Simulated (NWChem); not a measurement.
Molecule: AlH3O2; SMILES [OH][AlH][OH]

```xyz
6

Al    -0.3565    -0.1424    -0.2465
H     -1.5275    -0.9449    -0.9266
O     -0.1438     1.4779    -0.7004
H      0.5322     2.0648    -0.3584
O      0.6991    -0.8074     0.9104
H      0.6799    -1.7046     1.2450
```
Atoms are numbered in this order, from 1.

Computed with NWChem. Structure relaxed at the PBE0/def2-SVP level. Level: PBE0/aug-cc-pVDZ; rows give the wavelength of the field.

```csv
field,isotropic polarisability (bohr³),anisotropy (bohr³)
static,34.7,6.4
1065 nm,35.0,6.5
589 nm,35.9,6.6
400 nm,[?],6.7
```

Q: Fill in the missing entries.

A: 
- 400 nm, isotropic polarisability (bohr³): 37.5
